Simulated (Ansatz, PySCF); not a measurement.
Noncovalent pair: SiH4 (SMILES [SiH4]) (first 5 atoms) with C2H6 (SMILES CC); geometry from B3LYP-D3(BJ)/def2-TZVP.
(charge 0, multiplicity 1):
```csv
atom,x (Å),y (Å),z (Å)
Si,-0.2623,-0.0583,0.2181
H,-0.0498,1.2741,0.8257
H,-1.6462,-0.5091,0.4846
H,0.6944,-1.0238,0.8031
H,-0.0438,0.0266,-1.2440
C,0.8882,0.2564,4.1617
C,-0.5595,-0.1834,3.9661
H,1.3844,0.4260,3.2044
H,1.4626,-0.4992,4.7011
H,0.9465,1.1855,4.7322
H,-1.1352,0.5719,3.4273
H,-1.0564,-0.3527,4.9235
H,-0.6190,-1.1134,3.3973
```

Basis-set superposition error: the interaction energy with monomers in their own basis, and in the dimer's basis (counterpoise).

Codes used: Ansatz (a program for electronic structure); PySCF for 6-31G* rows, M06-2X. Each number belongs to the level named beside it.

```json
[
 {"level": "SVWN5/def2-TZVPPD", "uncorrected (kJ/mol)": "-8.7", "counterpoise (kJ/mol)": "-8.4", "difference": "0.2"},
 {"level": "PBE/def2-TZVPPD", "uncorrected (kJ/mol)": "-0.7", "counterpoise (kJ/mol)": "-0.5", "difference": "0.2"},
 {"level": "B3LYP/6-31G*", "uncorrected (kJ/mol)": "2.0", "counterpoise (kJ/mol)": "3.6", "difference": "1.6"},
 {"level": "M06-2X/def2-TZVPPD", "uncorrected (kJ/mol)": "-5.3", "counterpoise (kJ/mol)": "-5.1", "difference": "0.2"},
 {"level": "wB97X-V/def2-TZVPPD", "uncorrected (kJ/mol)": "-5.1", "counterpoise (kJ/mol)": "-4.9", "difference": "0.2"},
 {"level": "wB97M-V/def2-TZVPPD", "uncorrected (kJ/mol)": "-4.9", "counterpoise (kJ/mol)": "-4.7", "difference": "0.2"},
 {"level": "B2PLYP/def2-TZVPPD", "uncorrected (kJ/mol)": "-0.4", "counterpoise (kJ/mol)": "0.1", "difference": "0.5"},
 {"level": "MP2/6-31G*", "uncorrected (kJ/mol)": "-1.8", "counterpoise (kJ/mol)": "1.0", "difference": "2.7"},
 {"level": "CCSD/aug-cc-pV(D+d)Z", "uncorrected (kJ/mol)": "-6.2", "counterpoise (kJ/mol)": "-2.7", "difference": "3.6"},
 {"level": "CCSD(T)/aug-cc-pV(D+d)Z", "uncorrected (kJ/mol)": "-7.4", "counterpoise (kJ/mol)": "-3.7", "difference": "3.8"}
]
```

The error is largest for CCSD(T)/aug-cc-pV(D+d)Z (3.8 kJ/mol) and smallest for PBE/def2-TZVPPD (0.2 kJ/mol).
